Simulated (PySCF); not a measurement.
**Computed structure and properties of [La(NH3)]3+**

System: [La(NH3)]3+ (singlet); start: template (C3v). Method: PySCF 2.14.0, RKS PBE0, La def2-SVP with ECP46, N def2-SVP, H def2-SVP; non-relativistic Hamiltonian with scalar-relativistic core potentials where named; density fitting; no spin-orbit coupling.

Input of the relaxation:

```python
mol = gto.M(atom='''
La     0.00000     0.00000    -0.29380
N     -0.00000    -0.00000     2.32620
H      0.93916     0.00004     2.72420
H     -0.46961     0.81332     2.72420
H     -0.46955    -0.81335     2.72420''',
    basis={'La': 'def2-SVP', 'N': 'def2-SVP', 'H': 'def2-SVP'},
    ecp={'La': 'def2-SVP'},
    charge=3, spin=0)
mf = dft.RKS(mol, xc='PBE0')
mf.grids.atom_grid = (50, 194)  # f atoms: unpruned, at least (60, 302)
mf = mf.density_fit()  # fitting sets: La def2-universal-JKFIT, N def2-universal-JKFIT, H def2-universal-JKFIT
mf.conv_tol = 1e-08; mf.max_cycle = 55
mf.kernel(dm0)  # dm0: converged density of the start geometry
# quasi-Newton relaxation in Cartesian coordinates to a largest gradient under 0.00045 Eh/bohr, steps kept in the point group
```

Run from Python with OMP_NUM_THREADS=2; the lines above give its settings. Where DIIS fails, smearing, a level shift and second-order steps follow.
It took 35 s on 2 threads of Intel(R) Xeon(R) Processor @ 2.50GHz (Skylake/Cascade Lake), on a shared host, from the converged density of the start.

Course of the relaxation:

```csv
step,energy above end (eV),largest force component within the symmetry (eV/Å)
0,0.1021,2.209
1,0.0376,0.917
2,0.0097,0.344
3,0.0034,0.225
4,0.0002,0.076
5,0.0000,0.012
6,0.0000,0.003
```

Relaxed geometry (C3v):

```xyz
5

La    0.0000    0.0000   -0.2130
N     0.0000    0.0000    2.2648
H     0.9402    0.0000    2.7177
H    -0.4701    0.8142    2.7177
H    -0.4701   -0.8143    2.7177
```

```
     contact      Å
La1–N2 (NH3)  2.478
```

On the finer grid (75, 302):

```json
{
 "HOMO": "-26.64 eV",
 "LUMO": "-19.52 eV",
 "Dipole about the centre of mass": "3.10 D",
 "Set of Mulliken populations of La1 outside the core potential": "s 2.06, p 6.04, d 0.37, f 0.04",
 "D3(BJ) dispersion energy (not in the energies)": "-0.078 eV"
}
```

```
atom  Mulliken (e)  Löwdin (e)  spin (e)
 La1          2.50        2.43      0.00
  N2         -0.35        0.02      0.00
  H3          0.28        0.18      0.00
  H4          0.28        0.18      0.00
  H5          0.28        0.18      0.00
```

A rough frequency check found all modes real, so this is a minimum.

Taking off one NH3 (charge 0, singlet; the rest: singlet) in vacuum, both parts rigid, costs 4.99 eV; the small basis without counterpoise inflates it. Parting with an electron moved from the ligand to the metal can be far cheaper, even downhill.

Rigid scan of NH3 along the line from its metal:

```
distance to N2 (Å)  energy (eV)
              2.18        0.563
              2.28        0.218
              2.38        0.048
              2.48        0.000
              2.58        0.037
              2.68        0.132
              2.88        0.420
```

One start shape was tried, so this needn't be the lowest isomer.
